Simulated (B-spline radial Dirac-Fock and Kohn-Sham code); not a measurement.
**Core-hole lifetimes of Re⁴⁺**

System: the Re⁴⁺ ion in the configuration [Xe] 4f14 5d3, inside a Watson sphere of charge -4 and radius 1.8 Å (a model of the Madelung potential; inside it an electron's potential energy is raised by 32.0 eV).

Input of the calculation (task.json; shells as n, l, electrons):

```json
{"items": [{
  "Z": 75,
  "q": 4,
  "cfg": [[1, 0, 2], [2, 0, 2], [2, 1, 6], [3, 0, 2], [3, 1, 6], [3, 2, 10], [4, 0, 2], [4, 1, 6], [4, 2, 10], [4, 3, 14], [5, 0, 2], [5, 1, 6], [5, 2, 3]],
  "A": 187,
  "rrms": 5.3698,
  "watson": [-4, 1.8],
  "do": ["binding", "quiet", "decay"],
  "holes": ["K", "L1", "L2", "L3", "M1", "M2", "M3", "M4", "M5", "N1", "N2", "N3", "N4", "N5", "N6", "N7"]
}]}
```

Launch: `python xray_run.py task.json out`

Level of theory: a relativistic independent-particle model: LDA orbitals of the hole state, radiative multipoles to third order, Auger rates from the Coulomb interaction with a continuum orbital, Dirac-Fock energies; a radial B-spline solver.

Partial widths are in eV. Coster-Kronig decay leaves a hole in the same principal shell; its rates are the weakest part of the model, often 1.5 to 2.5 times too large and more for N holes. Holes without an open Auger channel, or with an unreliable SCF state, are not listed.

```
hole  radiative   Auger  Coster-Kronig   total  fluorescence yield  lifetime (fs)
   K       39.4    1.59              0    41.0               0.961         0.0161
  L1      0.874    1.92           3.01    5.80               0.151          0.113
  L2       1.49    2.82          0.690    5.00               0.298          0.132
  L3       1.33    3.61              0    4.95               0.269          0.133
  M1     0.0319    1.05           16.1    17.2             0.00186         0.0384
  M2     0.0334    1.16           11.0    12.2             0.00274         0.0540
  M3     0.0351    1.42           7.78    9.24             0.00380         0.0713
  M4     0.0420    1.84         0.0371    1.92              0.0219          0.343
  M5     0.0397    1.92              0    1.96              0.0203          0.336
  N1    0.00108   0.115           13.1    13.2            8.17e-05         0.0497
  N2    0.00179   0.120           11.8    11.9            0.000150         0.0553
  N3    0.00113   0.131           9.36    9.50            0.000119         0.0693
  N4    0.00145   0.124           7.05    7.17            0.000202         0.0918
  N5    0.00128   0.143           6.73    6.87            0.000186         0.0958
  N6   9.88e-07  0.0537              0  0.0537            1.84e-05           12.3
  N7   9.10e-07  0.0562              0  0.0562            1.62e-05           11.7
```
